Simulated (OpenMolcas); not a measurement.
A calculation on Ga III.

```json
{"Program": "OpenMolcas 26.06", "Method": "CASSCF", "Basis": "ANO-RCC-VTZP [6s5p3d1f]", "Scalar Hamiltonian": "DKH2, point nucleus", "Active space": "1 electron in 8 orbitals (4s 4p 5s 5p)", "State averaging": "2S+1 = 2 even, 1 root; 2S+1 = 2 odd, 3 roots", "Spin-orbit coupling": "state interaction with AMFI integrals over the reference wave functions, term energies averaged over their components"}
```

(1) Which level of the active space comes out lowest?

(2) How high does 4p 2P* 1/2 lie?

(3) How high does 4p 2P* 3/2 lie?

Measured values: Shirai, Reader, Kramida and Sugar, J. Phys. Chem. Ref. Data 36, 509 (2007).

Answers

(1) 4s 2S 1/2, with 100 % of that term; it is also the measured ground level.

(2) 62874 cm-1 above the lowest level; measured 65169 cm-1 above the ground level, so the calculation is off by -4 %.

(3) 64256 cm-1 above the lowest level; measured 66888 cm-1 above the ground level, so the calculation is off by -4 %.

With one active electron outside closed inactive shells, the extra shells (5p 5s) add no correlation to the reference. With one active electron the reference holds no correlation, so core polarisation is missing. Computed and measured levels are paired by configuration, term and J; levels that our copy of the source lacks, or whose pairing is in doubt (as where it misses far off the trend of its configuration), stay unpaired and out of the deviations. Only configurations of the active space appear.

* marks odd parity.
